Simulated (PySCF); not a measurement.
## Löwdin shares of the frontier orbitals

Species: (NMe2)3Si-O-SiH3, C6H21N3OSi2.
Geometry (PBE0-D3(BJ)/def2-SVP, Å), atoms numbered from 1 in this order:
```
atom  x, y, z in Å
Si1   -0.1047    0.0301    0.2209
N2     0.1580    0.9461   -1.2201
C3     1.4057    1.6275   -1.4513
C4    -0.8906    1.2940   -2.1413
N5    -1.6782   -0.6680    0.2475
C6    -1.9477   -1.9217   -0.4034
C7    -2.8346   -0.0020    0.7852
N8     1.1738   -1.1209    0.3359
C9     1.8564   -1.6869   -0.7969
C10    1.5023   -1.7348    1.5971
O11   -0.0477    0.9836    1.5919
Si12   0.8321    2.2482    2.1925
H13    2.1654    1.2981   -0.7256
H14    1.3080    2.7282   -1.3616
H15    1.8055    1.4175   -2.4626
H16   -1.1364    2.3747   -2.1134
H17   -1.8061    0.7346   -1.9023
H18   -0.6098    1.0524   -3.1851
H19   -1.0082   -2.4035   -0.7132
H20   -2.5820   -1.8086   -1.3065
H21   -2.4704   -2.6238    0.2748
H22   -3.5619    0.2896   -0.0002
H23   -3.3738   -0.6514    1.5015
H24   -2.5328    0.9056    1.3256
H25    2.9541   -1.5567   -0.7219
H26    1.5209   -1.2015   -1.7242
H27    1.6665   -2.7749   -0.8954
H28    2.5828   -1.6460    1.8223
H29    1.2515   -2.8143    1.6150
H30    0.9520   -1.2489    2.4154
H31    0.5218    3.5122    1.4558
H32    2.3003    1.9821    2.0767
H33    0.4834    2.4278    3.6315
```

Level of theory: TDDFT CAM-B3LYP/def2-SVPD, vertical, gas phase, core orbitals frozen in the response (PySCF).

Frontier orbitals with the atoms that hold most of them (Löwdin shares over 4%, at most four atoms; ? is withheld):

```json
{"orbital": "LUMO+2", "ε (eV)": "1.62", "atoms": "Si12 24%, C6 11%, H20 6%, H33 5%"}
{"orbital": "LUMO+1", "ε (eV)": "1.36", "atoms": "Si12 38%, H32 13%, H31 13%, H33 12%"}
{"orbital": "LUMO", "ε (eV)": "1.04", "atoms": "Si12 15%, C4 6%, C10 5%, C7 5%"}
{"orbital": "HOMO", "ε (eV)": "?", "atoms": "?"}
{"orbital": "HOMO-1", "ε (eV)": "-7.71", "atoms": "?"}
{"orbital": "HOMO-2", "ε (eV)": "-7.85", "atoms": "N8 31%, N5 24%, C10 6%, Si1 6%"}
{"orbital": "HOMO-3", "ε (eV)": "-10.05", "atoms": "O11 37%, Si12 22%, H31 15%, H32 14%"}
```

Which atoms hold the HOMO, and with what shares?

N5 (bonded to 2 C and Si) 30%; N8 (bonded to 2 C and Si) 24%; N2 (bonded to 2 C and Si) 5%; C7 (bonded to N and 3 H) 5%. By element: nitrogen 60%, carbon 5% or more.

Which atoms hold the HOMO-1, and with what shares?

N2 (bonded to 2 C and Si) 50%; C4 (bonded to N and 3 H) 9%; C3 (bonded to N and 3 H) 8%; Si1 (bonded to 3 N and O) 4%. By element: nitrogen 50% or more, carbon 17% or more, silicon 4% or more.

What is the HOMO energy, and the HOMO–LUMO gap?

ε(HOMO) = -7.47 eV; the gap is 8.52 eV (0.3130 hartree).

How does S1 compare with the orbital gap of 8.52 eV?

S1 is at 5.90 eV (f = 0.0078), 2.62 eV below the gap, made of HOMO→LUMO (76%). 

Give energy, strength and leading configuration of S1 and S2, and follow the Löwdin shares of the leading atoms from the occupied to the empty orbital.

- S1 (5.90 eV, f 0.0078), HOMO→LUMO (76%): N5 30% → at most 6%, N8 24% → at most 6%, Si12 at most 6% → 15%, C4 at most 6% → 6%
- S2 (6.03 eV, f 0.0089), HOMO-1→LUMO (71%): N2 50% → at most 6%, C4 9% → 6%, Si12 at most 5% → 15%

One conformer stands for the species.
